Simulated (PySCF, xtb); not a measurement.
# Two structures of C2H5Sn+

Structure X is a singlet given by its coordinates and structure Y is a singlet given by its coordinates. Both are isolated ions in the gas phase, relaxed with PBE0-D3(BJ)/def2-SVP.

X (Å):

```xyz
8

C    -1.2192    0.3591   -0.4492
C    -0.1165    0.1599    0.3320
Sn   -1.7724    0.1927    2.2297
H    -1.7689   -0.4780   -0.8942
H     0.3041   -0.8437    0.4766
H     0.5235    0.9983    0.6362
H    -1.5492    1.3645   -0.7343
H    -3.1692    0.4513    1.1670
```

Close contacts (Å): C1–C2 1.37, C1–Sn3 2.74, C2–Sn3 2.52, C1–H4 1.10, C1–H7 1.10, C2–H5 1.10, C2–H6 1.10, Sn3–H8 1.77.

Y (Å):

```xyz
8

C     0.8623    0.7491    0.6968
C     0.4253    0.6398   -0.7703
Sn   -1.6084    1.2464   -1.1190
H     1.9090    0.4229    0.7942
H     0.2681    0.1084    1.3660
H     0.8161    1.7806    1.0781
H     1.0619    1.2578   -1.4341
H     0.5192   -0.3973   -1.1491
```

Close contacts (Å): C1–C2 1.53, C2–Sn3 2.15, C1–H4 1.10, C1–H5 1.10, C1–H6 1.10, C2–H7 1.11, C2–H8 1.11.

Energies in hartree; the thermal terms are from GFN2-xTB frequencies at re-optimised GFN2-xTB minima (ideal gas, soft modes damped towards free rotors, one conformer each, 298.15 K, 1 atm) and include the zero-point energy:

```
                              X           Y
E, CCSD(T)/def2-SVP  −292.072301  −292.094959
    E, MP2/def2-SVP  −292.014594  −292.040065
  E, MP2/def2-TZVPP  −292.383985  −292.406915
  zero-point energy     0.053031     0.059735
       H(298 K) − E     0.059491     0.065488
       G(298 K) − E     0.023636     0.030823
```

Question: Correct the CCSD(T) difference for the basis set by the MP2 change, then work out ΔE, ΔE₀, ΔH and ΔG for X → Y in kcal/mol (1 Eh = 627.51 kcal/mol) and the equilibrium ratio [Y]/[X].

Answer: 1. Differences Y − X: CCSD(T) −0.022658, MP2 in the small set −0.025471, MP2 in the large set −0.022930 Eh.
2. ΔE = −0.022658 + (−0.022930 − (−0.025471)) = −0.020117 Eh = −12.62 kcal/mol.
3. ΔE₀ = ΔE + ΔZPE = −0.020117 + (+0.006704) Eh = −8.42 kcal/mol.
4. ΔH = ΔE + (+0.005997) Eh = −8.86 kcal/mol.
5. ΔG = ΔE + (+0.007187) Eh = −8.11 kcal/mol, so ΔS = (ΔH − ΔG)/T = −10.5 J/(mol K).
6. kT = 0.9442 mEh, so K = [Y]/[X] = exp(−ΔG/kT) = exp(+13.69) ≈ 8.9 × 10^5.

Structure Y is favoured at this temperature. An error of 1 kcal/mol in ΔG would change K by a factor of 5.4. Mirror images and further conformers aren't counted.

Other levels gave ΔE = −14.6 (PBE0-D3(BJ)/def2-SVP); −15.5 (HF/def2-SVP); −16.0 (MP2/def2-SVP); −14.2 (CCSD(T)/def2-SVP) kcal/mol. The correlated steps freeze 6 core orbitals; the filled d shell of Sn is correlated, in a basis made for valence electrons. Atoms past krypton carry core potentials in the def2 sets, without spin–orbit terms. Programs: PySCF 2.14.0, xtb 6.7.1.
